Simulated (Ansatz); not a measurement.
Process, species as SMILES: ClBr (Cl-Br) → Cl atom + Br atom
B3LYP-D3(BJ)/def2-TZVP geometries, fixed; electronic energies without zero-point terms.

Basis-set convergence of the bond dissociation energy at wB97M-V with Ansatz (an electronic-structure program). Cartesian d functions, on some or all atoms, in 3-21G, 6-31G, 6-31G**, 6-311G**; all else is spherical. The program fits the integrals of some runs and decomposes those of others, by size. Open shells are unrestricted. The functional holds VV10 correlation; no added dispersion term, no relativity. Functions are those of the species that has most. Reference: the value in aug-cc-pV(5+d)Z, 55.37 kcal/mol, itself unsure by roughly 0.04 kcal/mol (its mean distance from pcseg-4, aug-pcseg-3, aug-cc-pV(Q+d)Z). Deviations are taken from unrounded values.

| basis | functions | bond dissociation energy (kcal/mol) | minus reference (kcal/mol) |
|---|---|---|---|
| STO-3G | 27 | 68.26 | 12.89 |
| 3-21G | 36 | 33.82 | -21.55 |
| 6-31G | 42 | 31.15 | -24.23 |
| cc-pV(D+d)Z | 50 | 51.33 | -4.04 |
| 6-31G** | 54 | 49.79 | -5.59 |
| aug-cc-pV(D+d)Z | 68 | 51.56 | -3.81 |
| 6-311G** | 71 | 48.44 | -6.93 |
| cc-pV(T+d)Z | 82 | 54.77 | -0.61 |
| aug-cc-pV(T+d)Z | 114 | 54.95 | -0.42 |
| cc-pV(Q+d)Z | 132 | 55.28 | -0.09 |
| aug-cc-pV(Q+d)Z | 182 | 55.30 | -0.08 |
| cc-pV(5+d)Z | 204 | 55.37 | 0.00 |
| aug-cc-pV(5+d)Z | 276 | 55.37 | 0.00 |

The smallest set listed that lies within 1 kcal/mol of the reference with all its larger relatives (same family, alike in diffuse functions; a set with none counts only in the reference's own line) is cc-pV(T+d)Z (82 functions, -0.61 kcal/mol off).
